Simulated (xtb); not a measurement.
Species: C₃H₇N, SMILES `C=CNC` (charge 0, multiplicity 1).

Q: Give a relaxed geometry from GFN2-xTB in xtb.

A: Several could match; the one computed here: the end point of this relaxation, one of several conformers (outside a Z-matrix the atoms follow the SMILES, hydrogens last).
Z-matrix (Å, degrees):
```
N
H 1 1.0114
C 1 1.3768 2 113.91
C 3 1.3282 1 125.23 2 13.83
H 4 1.0732 3 121.32 1 174.42
H 4 1.0769 5 116.92 3 178.65
H 3 1.0821 4 120.94 5 -1.35
C 1 1.4415 2 114.31 3 -143.18
H 8 1.0898 1 109.00 2 -173.07
H 8 1.0900 9 108.55 1 -118.81
H 8 1.0989 9 108.31 10 -117.61
```
